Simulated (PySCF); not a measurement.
**MgBi and its ions**

r²SCAN; PySCF, scalar-relativistic core potentials, basis sets Mg def2-SVP, Bi def2-SVP with ECP60. Neutral (UKS): quartet (σ ↑, π ↑↑), Re = 2.956 Å, ωe = 190 cm⁻¹, De = 0.67 eV, HOMO -4.23 eV, LUMO -3.06 eV.

MgBi⁺ (UKS): triplet (π ↑↑), Re = 2.839 Å, ωe = 221 cm⁻¹. The energies at the minima are -414.70029 hartree for MgBi and -414.46203 for MgBi⁺.

Work out the adiabatic ionisation energy, without and with harmonic zero-point energies (1 hartree = 27.2114 eV, 1 eV = 8065.5 cm⁻¹), and the change of the bond length.

At r²SCAN: 0.23826 hartree = 6.483 eV between the minima; the zero-point term (221.0 − 190.0)/2 cm⁻¹ = +0.002 eV makes it 6.485 eV. Re changes by -11.7 pm against the neutral. The electron leaves a σ orbital, and the shorter bond of the ion fits an antibonding orbital, or a change in how ionic the bond is.

These are scalar-relativistic numbers at best; spin–orbit coupling would shift them, the dissociation energy most. States were picked by a PBE0 search and need not be the measured ground states.
